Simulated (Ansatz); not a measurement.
`CC(O)N[SiH3]` + H₂O → `OC(O)N[SiH3]` + CH₄  (formal hydrolysis of a C–C bond)

Computed with Ansatz on PBE0-D4/def2-TZVP structures; ΔE is electronic, products minus reactants. CBS: MP2 limit from def2 TZ/QZ plus the TZ coupled-cluster correction, frozen cores. This one scheme is used for every species. Functionals use def2-TZVPP. One conformer a species, not always the lowest.

`CC(O)N[SiH3]`:

Cartesian coordinates in Å:
```
C -1.194 -1.022 -1.190
C -0.235 -0.698 -0.069
O 0.743 -1.724 -0.077
N 0.329 0.615 -0.204
Si 0.730 1.653 1.106
H -2.016 -0.305 -1.203
H -0.669 -0.977 -2.148
H -1.595 -2.029 -1.069
H -0.774 -0.714 0.890
H 1.408 -1.504 0.582
H 0.742 0.781 -1.109
H -0.461 1.832 1.979
H 1.829 1.143 1.982
H 1.161 2.950 0.527
```

H₂O:

Z-matrix (Å, degrees):
```
O
H 1 0.960
H 1 0.960 2 105.1
```

`OC(O)N[SiH3]`:

```xyz
12

O    -0.463   -0.932    1.600
C     0.129   -0.889    0.339
O    -0.061   -2.161   -0.226
N    -0.456    0.132   -0.451
Si    0.132    1.759   -0.475
H    -0.242   -1.782    1.996
H     1.208   -0.675    0.427
H     0.254   -2.123   -1.134
H    -1.454   -0.014   -0.542
H     1.607    1.684   -0.638
H    -0.160    2.564    0.743
H    -0.493    2.436   -1.639
```

CH₄:

Z-matrix (Å, degrees):
```
C
H 1 1.090
H 1 1.090 2 109.5
H 1 1.090 2 109.5 3 -120.0
H 1 1.090 2 109.5 3 120.0
```

| level | ΔE (eV) |
| --- | --- |
| PBE0-D4 | -0.01 |
| B2PLYP | -0.03 |
| HF/def2-TZVPP | -0.11 |
| SCS-MP2/def2-TZVPP | 0.03 |
| CCSD/def2-TZVPP | 0.01 |
| HF/def2-QZVPP | -0.09 |
| MP2/CBS(def2) | 0.13 |
| CCSD/CBS(def2) | 0.08 |

Q: What does CCSD(T)/CBS give? (Estimate.)

A: The calculation gave: +0.08 eV. The listed levels differ from it by -0.09, -0.11, -0.19, -0.05, -0.07, -0.17, 0.05, 0.00 eV.

Largest T1 diagnostic among the species: 0.011.

The D4 term adds +0.05 eV with B3LYP and +0.03 eV with PBE0; it sums over pairs of atoms, weighted by their polarisabilities, and B3LYP, whose exchange is more repulsive, gets the larger term. In def2-TZVPP, CCSD(T) changes the Hartree–Fock value by +0.13 eV (the triples alone add +0.00 eV) and MP2 by +0.17 eV.

B3LYP here is the variant with VWN-RPA as its local correlation; programs differ in this.
